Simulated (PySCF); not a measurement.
1-ethynylcyclopropane-1-carbaldehyde (C₆H₆O), SMILES C(C1(C#C)CC1)=O.

The structure is a stationary point at ωB97X-D3(BJ)/def2-SVP. One conformer was computed; it need not be the lowest.

All values below come from SMD-B3LYP/6-31G* run with PySCF.

Solvation free energies are E(SMD) − E(gas) at the gas-phase geometry, for 1 M in both phases. In vacuum the dipole moment is 2.14 D.

| solvent | ΔG(solv) (kcal/mol) | its non-electrostatic (CDS) part | dipole (D) |
|---|---|---|---|
| water | -2.2 | 5.6 | 2.84 |
| toluene | -4.7 | -2.0 | 2.30 |
| ethanol | -4.9 | 2.2 | 2.74 |
